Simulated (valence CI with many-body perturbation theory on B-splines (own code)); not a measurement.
# Which ion has this spectrum?

A relativistic CI+MBPT calculation for an atom or ion with 15 electrons gives these levels (cm⁻¹):

```tsv
J	Parity	E	g
3/2	odd	0	1.36
3/2	odd	1242817	1.45
5/2	odd	1322510	1.19
1/2	odd	1422351	0.65
3/2	even	1503165	0.78
5/2	even	1880202	1.21
5/2	even	2342913	1.45
3/2	even	2539357	1.15
1/2	even	2540694	2.12
3/2	odd	2677315	1.30
5/2	even	2734321	0.96
3/2	even	2750962	0.91
1/2	even	2752943	0.21
7/2	even	2814441	1.04
```

The energies are calculated, and their last digits are not significant.

Question: Which is it?
A. Eu48+
B. Gd49+
C. Dy51+
D. Sm47+

Answer: A. Eu48+, ground level (3s^2 3p1/2^2 3p3/2) J=3/2.
